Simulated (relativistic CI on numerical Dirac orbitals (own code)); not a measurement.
## Hyperfine structure of Re LVIII, mass number 187

Calculated at this level of theory: Dirac-Coulomb-Breit CI, separate exchange-only KLI orbitals for each configuration, a model potential for QED, unscaled Slater integrals (own radial code, finite nucleus).

Configurations in the expansion (outside the closed core [Ne]): 3s2.3p6, 3s2.3p5.3d, 3s.3p6.3d, 3s2.3p5.4s, 3s2.3p5.4p, 3s2.3p5.4d, 3s.3p6.4s, 3p6.3d.4p, 3p6.3d2, 3p5.3d3, 3p5.3d2.4s, 3p5.3d2.4p, 3p5.3d2.4d, 3p6.3d.4s, 3p5.3d.4s2, 3p5.3d.4s.4p, 3p5.3d.4s.4d. Double excitations out of closed p, d and f shells are left out; levels of such configurations are missing from the list, as are those of other unlisted configurations, and high levels can miss mixing partners.

Nuclear spin I = 5/2, μ = 3.209 μN, Q = 1.94 b (tables of Stone and Pyykkö). The electronic factors are computed for point nuclear moments, without core polarisation or the Bohr-Weisskopf and QED corrections.

```csv
Level,E (eV),A (GHz),B (GHz)
3s2.3p5.3d 3P°_1,252.998,196.8,252
3s2.3p5.3d 3F°_3,257.157,214.4,-708
3s2.3p5.3d 3D°_2,261.491,214.7,-35.6
3s2.3p5.3d 3F°_4,333.059,141.8,-672
3s2.3p5.3d 3D°_3,350.330,123.8,310
3s2.3p5.3d 1P°_1,380.627,-92.22,4.38
3s2.3p5.3d 3F°_2,621.077,752.9,187
3s.3p6.3d 3D_1,846.278,-1793,77
```

Levels with J = 0, under 50 % of one LS term, or S terms without an open s electron are left out. Small factors come from cancelling terms and can be off by tens of per cent or more.

At this charge energies of transitions that change n are usually good to better than 1 %, and those within a shell (Δn = 0) to a few per cent.

(1) Give the hyperfine levels of 3s2.3p5.3d 3F°_2 relative to its centre of gravity.

Results:

(1) With K = F(F + 1) − I(I + 1) − J(J + 1), E = AK/2 + B[¾K(K + 1) − I(I + 1)J(J + 1)]/[2I(2I − 1)J(2J − 1)]: F = 1/2: -5140, F = 3/2: -4094, F = 5/2: -2306, F = 7/2: 297.1, F = 9/2: 3811 GHz.

LS names give the leading component of a level, which can be under half, so a name can repeat, a term be missing and a line seem to break the LS rules.
